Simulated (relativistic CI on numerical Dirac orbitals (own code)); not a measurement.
Method of calculation: Dirac-Coulomb-Breit CI, orbitals from a KLI potential per configuration, QED by a radiative potential, unscaled Slater integrals (own radial code, finite nucleus).

Configurations in the expansion (outside the closed core [Ar]): 3d10 4s2, 3d10 4s 4p, 3d10 4p2, 3d10 4s 4d, 3d10 4s 4f, 3d10 4d2, 3d10 4p 4d, 3d10 4f2, 3d10 4p 4f, 3d10 4d 4f, 3d10 4s 5s, 3d10 4s 5p, 3d10 4s 5d, 3d10 4s 5f, 3d10 4s 5g, 3d10 4s 6s, 3d10 4s 6p, 3d10 4s 6d, 3d10 4s 6f, 3d10 4s 7s, 3d9 4s2 4p, 3d9 4s2 4d, 3d9 4s2 4f, 3d9 4s2 5s, 3d9 4s2 5p, 3d9 4s2 5d. Double excitations out of closed p, d and f shells are left out; levels of such configurations are missing from the list, as are those of other unlisted configurations, and high levels can miss mixing partners. These lack a partner that the ground configuration has and come out too high: 3d9 4s2 4p, 3d9 4s2 4d, 3d9 4s2 4f, 3d9 4s2 5s, 3d9 4s2 5p.

At this charge energies of transitions that change n are usually good to better than 1 %, and those within a shell (Δn = 0) to a few per cent.

Outline of the computed level scheme of Re XLVI. Lowest level of each configuration: 3d10 4s2 1S_0 at 0.000 eV; 3d10 4s 4p 3P°_0 at 88.227 eV; 3d10 4p2 3P_0 at 202.792 eV; 3d10 4s 4d 3D_1 at 358.241 eV; 3d10 4p 4d 3F°_2 at 451.201 eV; 3d10 4s 4f 3F°_3 at 548.190 eV; 3d10 4p 4f 3G_3 at 649.600 eV; 3d10 4d2 3F_2 at 723.918 eV.

Some strong electric-dipole decays among the lowest 45 levels: 3d10 4d2 3P_0 → 3d10 4p 4d 3D°_1 (1.8e+12 s⁻¹); 3d10 4p 4d 3D°_1 → 3d10 4p2 3P_0 (1.3e+12 s⁻¹); 3d10 4s 4d 3D_2 → 3d10 4s 4p 3P°_1 (1.1e+12 s⁻¹); 3d10 4d2 3F_2 → 3d10 4p 4d 3D°_1 (1.0e+12 s⁻¹); 3d10 4p2 1S_0 → 3d10 4s 4p 1P°_1 (9.8e+11 s⁻¹); 3d10 4d2 3P_1 → 3d10 4p 4d 3P°_2 (9.4e+11 s⁻¹); 3d10 4p 4d 1F°_3 → 3d10 4p2 3P_2 (9.1e+11 s⁻¹); 3d10 4d2 3F_2 → 3d10 4p 4d 3F°_2 (8.9e+11 s⁻¹).

LS names give the leading component of a level, which can be under half, so a name can repeat, a term be missing and a line seem to break the LS rules.
